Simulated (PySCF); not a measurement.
**SmS at r²SCANh**

Computed with r²SCANh; PySCF, spin-free X2C with a Gaussian nucleus, basis sets Sm x2c-SVPall, S x2c-SVPall.

* state: septet, about 5.9 electrons in the 4f shell (Mulliken), real f orbitals that mix terms
* bond length: 4.504 bohr
* harmonic wavenumber: 403 cm⁻¹
* force constant: 2.52 mdyn/Å
* rotational constant Be: 0.1124 cm⁻¹
* anharmonicity ωexe: 0.883 cm⁻¹
* vibration–rotation constant αe: 0.000350 cm⁻¹
* well depth De to Sm (4f6 6s2) + S: 437 kJ/mol
* dissociation energy D0: 435 kJ/mol
* bond order (Mayer): 2.32
* dipole moment (positive dipole means Sm(−)S(+)): -8.14 D

Spin–orbit coupling is left out, which matters for elements this heavy, above all for dissociation energies. With d or f electrons several states lie close, and the lowest PBE0 determinant need not be the measured ground state.
